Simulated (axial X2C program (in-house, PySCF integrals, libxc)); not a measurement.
# InO⁻: properties at the nuclei

Computed with an in-house all-electron X2C program for linear molecules (integrals from PySCF): two-component X2C with atomic mean-field Coulomb and Gaunt terms, Gaussian nuclei, basis In dyall-acv3z, O dyall-av3z with contracted cores.

R = 1.916 Å (near the PBE0 minimum at charge -1 of the determinant lowest at the starting distance; the state shown can have its own minimum elsewhere).

Input and command:
```json
{"zs": [49, 8], "q": -1, "bas": ["dyall-acv3z", "dyall-av3z"], "r0": 1.93, "levels": ["PBE0", "HF", "LDA", "B3LYP", "r2SCAN"], "nst": 3}
```
```bash
python soeom.py task.json out
```

Keys: zs atomic numbers; q charge; bas basis sets; r0 starting distance in Å; levels methods; nst determinants followed.

Determinant lowest in the PBE0 search, Ω = 0 (closed shell), highest spinor 43% O p, 27% In s, 25% In p:

```json
{"level": "PBE0", "qzz In (a.u.)": "-5.64", "qzz O (a.u.)": "0.00"}
{"level": "HF", "qzz In (a.u.)": "-6.99", "qzz O (a.u.)": "0.10"}
{"level": "LDA", "qzz In (a.u.)": "-5.10", "qzz O (a.u.)": "-0.05"}
{"level": "B3LYP", "qzz In (a.u.)": "-5.45", "qzz O (a.u.)": "-0.04"}
{"level": "r2SCAN", "qzz In (a.u.)": "-5.33", "qzz O (a.u.)": "-0.10"}
```

Determinant 1.98 eV from it at PBE0 and this distance, Ω = 2 (⟨Sz⟩ = 1.00, ⟨Lz⟩ = 1.00 at PBE0), spin on the atoms In 0.67, O 0.33:

```json
{"level": "PBE0", "Eeff magnitude (GV/cm)": "10", "Ws magnitude In (kHz)": "2.93", "A∥/gI In (MHz)": "193", "qzz In (a.u.)": "-1.74", "A∥/gI O (MHz)": "70.2", "qzz O (a.u.)": "2.32"}
{"level": "HF", "Eeff magnitude (GV/cm)": "9.58", "Ws magnitude In (kHz)": "2.76", "A∥/gI In (MHz)": "-111", "qzz In (a.u.)": "-5.28", "A∥/gI O (MHz)": "252", "qzz O (a.u.)": "-0.77"}
{"level": "LDA", "Eeff magnitude (GV/cm)": "10.1", "Ws magnitude In (kHz)": "2.94", "A∥/gI In (MHz)": "548", "qzz In (a.u.)": "-1.28", "A∥/gI O (MHz)": "63.3", "qzz O (a.u.)": "1.99"}
{"level": "B3LYP", "Eeff magnitude (GV/cm)": "9.53", "Ws magnitude In (kHz)": "2.78", "A∥/gI In (MHz)": "252", "qzz In (a.u.)": "-1.60", "A∥/gI O (MHz)": "75", "qzz O (a.u.)": "2.35"}
{"level": "r2SCAN", "Eeff magnitude (GV/cm)": "10.2", "Ws magnitude In (kHz)": "2.98", "A∥/gI In (MHz)": "250", "qzz In (a.u.)": "-1.52", "A∥/gI O (MHz)": "76.1", "qzz O (a.u.)": "2.16"}
```

Eeff is the effective electric field on the electron electric dipole moment in this Ω state and Ws the scalar–pseudoscalar constant of the nucleus named (defined with the proton number Z and per Ω); A∥ (defined per Ω) follows by multiplying with gI = μI/(I μN); qzz is the electric field gradient, eQq0 = 234.96 MHz × Q/barn × qzz. The operators were transformed with the bare-nucleus X2C matrices; with these basis sets, hyperfine constants and field gradients can be off by tens of per cent, and where levels differ in sign neither size nor sign is settled.

With Q(115In) = 0.772 barn (Q from Pyykkö, Mol. Phys. 2018), turn the PBE0 values of the first state into constants in MHz.

eQq0(115In) = 234.96 × (0.772) × (-5.64) = -1020 MHz.

Each state is one determinant with collinear spin, which with several unpaired electrons need not be a pure state. Unrestricted Hartree–Fock can overshoot spin polarisation at the nuclei. In the state Ω = 2 the sign of Eeff differs between levels (HF against PBE0). For an anion, determinants above electron detachment, or with a positive highest level, are held by the basis set. With several open shells hyperfine constants can be off by a factor of several. Open-shell Ω = 0 determinants with evenly filled partner blocks cannot be reached by this program, so the Ω shown need not be the lowest component. The search compared states at one distance, so a state with another bond length can lie lower. The sign of Ws at In differs between levels in the second state. Further determinants of the search, some of them spin-mixed, are not shown. Where a field gradient or hyperfine factor spreads by more than a factor of two over the levels, a constant derived from it is not to be relied on. PBE0 term energies can be off by some tenths of an eV.
